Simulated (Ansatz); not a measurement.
Born–Oppenheimer molecular dynamics of C3H9N3Si (16 atoms, charge 0, multiplicity 1). It starts from a relaxed structure.

Theory: Ansatz 0.2.0, RKS CAM-B3LYP/STO-3G.

* ensemble: NVT, Langevin thermostat
* time step: 0.5 fs
* steps asked: 150
* set temperature: 700 K
* friction: 0.005 /fs
* seed: 928951

First frame:

```xyz
16
Properties=species:S:1:pos:R:3
C 1.366 -0.430 1.647
C 1.171 -0.130 0.144
N 2.062 -0.241 -0.819
N -0.123 0.347 -0.183
C -0.555 0.453 -1.621
N -2.046 0.183 -1.399
Si -1.764 0.014 0.364
H 0.687 -1.229 1.976
H 1.160 0.467 2.248
H 2.397 -0.750 1.838
H 2.956 -0.578 -0.343
H -0.343 1.445 -2.069
H -0.068 -0.323 -2.250
H -2.581 1.050 -1.656
H -2.337 1.000 1.255
H -2.004 -1.300 0.913
```

How far do the bonds stretch over the last three quarters of this one trajectory? (Pairs bonded in most of those frames.)


```
   bond  mean (Å)  spread (Å)  shortest  longest
  C1–C2     1.561       0.043      1.49     1.65
  C1–H8     1.109       0.062      1.01     1.21
  C1–H9     1.104       0.050      1.03     1.18
 C1–H10     1.099       0.022      1.06     1.15
  C2–N3     1.320       0.028      1.27     1.37
  C2–N4     1.414       0.030      1.37     1.48
 N3–H11     1.071       0.017      1.03     1.11
  N4–C5     1.513       0.042      1.45     1.61
 N4–Si7     1.755       0.026      1.72     1.83
  C5–N6     1.535       0.019      1.50     1.57
 C5–H12     1.116       0.023      1.07     1.15
 C5–H13     1.113       0.031      1.06     1.16
 N6–Si7     1.789       0.020      1.76     1.83
 N6–H14     1.053       0.028      1.01     1.11
Si7–H15     1.447       0.021      1.41     1.48
Si7–H16     1.446       0.015      1.42     1.48
```

Pairs bonded in part of these frames only: C5–Si7 13 %.

Mean temperature of the second half: 387 K. The mean temperature of the second half is 45 % below the set value. A run of 0.075 ps of so small a system gives no equilibrium averages. Limits of this set-up: minimal basis.

Time of the run: 10 min on 1 thread of Arm Neoverse V1, with other jobs on the host, peak memory 0.12 GiB.
